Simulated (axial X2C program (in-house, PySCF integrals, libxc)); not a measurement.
Estimating the spin–orbit splitting of the π levels of CsI

Calculated with an in-house all-electron X2C program for linear molecules (integrals from PySCF). Spin-free means the one-electron spin-free X2C Hamiltonian; two-component (2c) means X2C with spin–orbit coupling and atomic mean-field two-electron Coulomb and Gaunt terms, so the difference of the two also holds small scalar two-electron terms. Basis: Cs dyall-v2z [12s13p7d], I dyall-v2z [9s9p7d] (cores contracted in-house); Gaussian nuclei, density fitting, unrestricted open shells. Masses: Cs 132.905 u, I 126.904 u.

Hartree–Fock at 3.332 Å, closed shell. Valence p splittings ε(p3/2) − ε(p1/2) of spherical Dirac–Hartree–Fock atoms with fractionally filled p shells: I 5p 1.109 eV.

```tsv
filled π level (eV), spin-free	I p share	Cs p share
-7.45	0.96	< 0.02
```

**Question.** In first order a p shell splits by 3ζ/2 and a π orbital by ζ. Estimate the splitting of each π level from the shares.

**Answer.** level -7.45 eV: (2/3) × (0.96 × 1.109) = 0.71 eV.

The two-component Hartree–Fock calculation gives:

```csv
ε(ω = 1/2) (eV),σ share of it,ε(ω = 3/2) (eV),splitting (eV),estimate (eV)
-8.244,0.41,-7.118,1.13,0.71
```

The estimate leaves out the mixing of π1/2 with σ1/2 levels, which pushes the ω = 1/2 spinor up or down, the d and f parts of the orbital, small shares of the strongly split outer-core p shell of a metal, the Gaunt term (absent from the atomic values), and the change of the atomic p orbitals with charge; Löwdin shares depend on the basis.
